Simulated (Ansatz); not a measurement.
| atom | x (Å) | y (Å) | z (Å) |
| --- | --- | --- | --- |
| C | 0.0429 | 0.0231 | -0.1909 |
| H | -0.0360 | 0.8966 | 0.5370 |
| H | 0.0445 | -0.8464 | 0.5222 |

Basis set: cc-pVDZ (spherical functions). Left uncorrelated: 1 orbital. Charge 0, multiplicity 1.

Computed with Ansatz (development build ahead of 0.2.0); each method stands on the lowest determinant of its kind that the runs found. Restricted open shells among the atoms or ions are ROHF, correlated in semicanonical orbitals with singles.

The atomization energy at this shape (free ground-state atoms in the same class of orbitals less the molecule, no zero-point energy) of singlet CH₂:

```json
{"method": "RHF", "atomization energy": "523.3 kJ/mol"}
```

What does RHF-MP2 give?

668.9 kJ/mol. Caution: another spin multiplicity may lie lower; in another basis set an unrestricted determinant lies well below.
